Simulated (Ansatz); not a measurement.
Input file for Ansatz (a first-principles code): U-SVWN5/def2-TZVPP on PdF, 2S+1 = 2, a spin state set in the input, which need not be the lowest, a point of a bond scan (R = 1.922 Å). Elements past Kr take the def2 small-core potentials; no spin–orbit coupling.

Ansatz 0.2 input:
```yaml
crystal:
  periodic: [false, false, false]
  atoms:
    - {symbol: Pd, position_ang: [0.00000000, 0.00000000, 0.00000000]}
    - {symbol: F, position_ang: [0.00000000, 0.00000000, 1.92227900]}
basis:
  gaussian:
    orbitals: def2-TZVPP
    pivot_positions_ang: [[0.00000000, 0.00000000, 0.00000000], [0.00000000, 0.00000000, 1.92227900]]
hamiltonian:
  xc: {name: SVWN5}
magnetization: {spin_polarized: true, initial_magnetization: 1}
output: {forces: true, orbitals: {seedname: ./end}}
```

It printed:

```
WARN ansatz: RAYON_NUM_THREADS=1 ignored (pool sized by the plan → 1); use --threads N
Functional definition: SVWN5
integrals: 0.02 GiB planned
515 factors; their error is unknown
mean field: 0.21 GiB planned
mean field evaluation 1: about -6170.9060 eV, gradient 3.3e1 eV
mean field evaluation 2: about -6077.3415 eV, gradient 1.6e2 eV
mean field evaluation 4: about -6172.9567 eV, gradient 2.1e1 eV
mean field evaluation 8: about -6174.3415 eV, gradient 1.1e-1 eV
mean field evaluation 16: about -6174.3355 eV, gradient 2.1e-4 eV
mean field evaluation 32: about -6171.1749 eV, gradient 2.0e-3 eV
mean field evaluation 64: about -6173.4282 eV, gradient 2.2e0 eV
mean field evaluation 96: about -6172.2402 eV, gradient 4.5e0 eV
mean field -6174.33545630 eV, -226.9026429043 hartree, gradient 1.1e-5 eV, S^2 0.750249; 14 other end points of the search recorded, 0 dependent functions left out
the calculation of the forces begins
reference -6174.33550238 eV, -226.9026445976 hartree; 14, 13 occupied and 73, 74 virtual orbitals, 515 factors
Total energy: -6174.33550238 eV, -226.9026445976 hartree
Atom 0 at     0.000000     0.000000     0.000000 Å, force    -0.000000    -0.000000     0.902429 eV/Å
Atom 1 at     0.000000     0.000000     1.922279 Å, force     0.000000     0.000000    -0.902429 eV/Å
Dipole moment:    -0.000000    -0.000000    -0.851123 e Å
```

The run converged.

Cost: roughly 5 core-seconds.
